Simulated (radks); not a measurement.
The numbers below are computed, except where a source is named.
Effect of the nuclear size on the silver ion Ag3+, [Kr] 4d8. Code: a radial shooting solver on a logarithmic mesh with Libxc functionals. Model: Dirac Kohn-Sham, BLYP, spin-unpolarised, spherical densities, finite nucleus; open shells are shared between the two j in proportion to 2j + 1; Fermi nuclear charge, rms radius 4.5454 fm. The rms radius is varied about that value; shifts are against it.

| rms radius (fm) | total energy shift (eV) | density at nucleus (e/bohr^3) | 1s1/2 shift (meV) | 2s1/2 shift (meV) | 4s1/2 shift (meV) | 4p1/2 shift (meV) | 5s1/2 (empty) shift (meV) |
|---|---|---|---|---|---|---|---|
| 3.659 | -1.00 | 1.501e+05 | -421 | -47.1 | -1.69 | 0.072 | -0.244 |
| 4.0954 | -0.531 | 1.478e+05 | -224 | -25.0 | -0.900 | 0.038 | -0.130 |
| 4.5454 | 0 | 1.458e+05 | 0.000 | 0.000 | 0.000 | 0.000 | 0.000 |
| 4.7045 | 0.199 | 1.451e+05 | 83.9 | 9.38 | 0.338 | -0.014 | 0.049 |
| 5.5136 | 1.30 | 1.42e+05 | 549 | 61.4 | 2.21 | -0.094 | 0.319 |

Slopes of the eigenvalues against <r^2> in GHz/fm^2, as finite differences over the two radii next to the reference (eigenvalue slopes, not the field-shift constants of lines): 1s1/2 13900, 2s1/2 1550, 4s1/2 55.8, 4p1/2 -2.37, 5s1/2 (empty) 8.05.
